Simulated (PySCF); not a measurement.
Computed IR spectrum (relative IR intensity) of a molecule C4H7O, multiplicity 2. The structure is a stationary point at PBE-D3(BJ)/def2-SVP. The values are those of a single conformer. The numbers are results of PBE-D3(BJ)/def2-SVP run with PySCF, not measurements. No scaling factor is applied to the harmonic values.

Lines under 2 % of the strongest are left out, and lines within 2 cm⁻¹ are merged.

ν (cm⁻¹): 255 (w), 406 (w), 588 (w), 645 (w), 779 (w), 915 (vw), 919 (m), 978 (vw), 1006 (s), 1115 (w), 1171 (s), 1301 (vw), 1309 (s), 1358 (m), 1382 (m), 1390 (m), 1396 (w), 1435 (m), 1609 (vs), 2937 (w), 2971 (vw), 2994 (w), 3052 (w), 3093 (m), 3106 (w) (against the strongest line: vs over 80 %, s over 45 %, m over 15 %, w over 4 %, vw less)

**Question.** Identify the compound among the candidates.
(A) C[CH]C(C)=O
(B) [CH]1CCOC1
(C) [CH2]C(=O)CC
(D) [CH]1CCCO1

**Answer.** A, C[CH]C(C)=O
